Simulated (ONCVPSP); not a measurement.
# Cutoff test, hydrogen (H), ONCV

```json
{"Element": "H", "Generator": "ONCVPSP 4.0.1", "Type": "optimised norm-conserving Vanderbilt (ONCV)", "Functional": "BLYP", "Relativity": "scalar-relativistic", "Frozen core": "none", "Valence charge": "1", "Reference configuration": "1s1", "Partial waves": "1s: rc 0.95 bohr, ncon 5, nbas 8, qcut 5.7 1/bohr, 2 projectors, debl 3.9 Ha; p scattering state at 0.25 Ha: rc 0.95 bohr, ncon 4, nbas 8, qcut 8.9 1/bohr, 2 projectors, debl 1.4 Ha", "Local potential": "polynomial inside 0.65 bohr (lpopt 5, dvloc0 4 Ha)", "Core correction": "none"}
```

Question: For each optimised wave give the share of its norm inside rc, the residual kinetic energy above qcut (Ha) and the cutoffs (Ha) for errors of 10, 1, 0.1 and 0.01 mHa per electron.

Answer:

```csv
wave,norm inside rc,residual KE,10 mHa,1 mHa,0.1 mHa,0.01 mHa
1s,0.271,2.5e-03,9.7,22.0,136.8,174.9
s projector 2,0.086,6.8e-03,14.0,26.0,62.6,135.4
p projector 1,0.011,1.4e-07,1.3,3.6,9.3,19.2
p projector 2,0.059,1.4e-06,4.5,9.7,19.4,30.7
```

The occupied waves need 22 Ha and 137 Ha for 1 and 0.1 mHa.
